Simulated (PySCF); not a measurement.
Cl2Si (SMILES Cl[Si]Cl), singlet, geometry from GFN2-xTB.

PySCF was given this input:
```python
from pyscf import gto, scf, dft

mol = gto.M(
    atom='''
Si    0.00085030    0.00527408    0.92381323
Cl    1.01602194    1.21319412   -0.38826774
Cl   -1.01672219   -1.21753748   -0.37251962
''',
    basis='def2-svp',
    verbose=4,
)

mf = dft.RKS(mol)
mf.xc = 'blyp'
mf.kernel()
```

Problem. Predict the number of basis functions from PySCF with BLYP/def2-SVP.

Solution. 54

Problem. Estimate the total energy that BLYP/def2-SVP returns for this input.

Solution. -1209.5648 Eh

Problem. What is the computed nuclear repulsion energy (BLYP/def2-SVP)?

Solution. 171.0085 Eh

Problem. Estimate the dipole moment that BLYP/def2-SVP returns for this input.

Solution. 0.49 D

Problem. What is the computed HOMO-LUMO gap (BLYP/def2-SVP)?

Solution. 3.03 eV
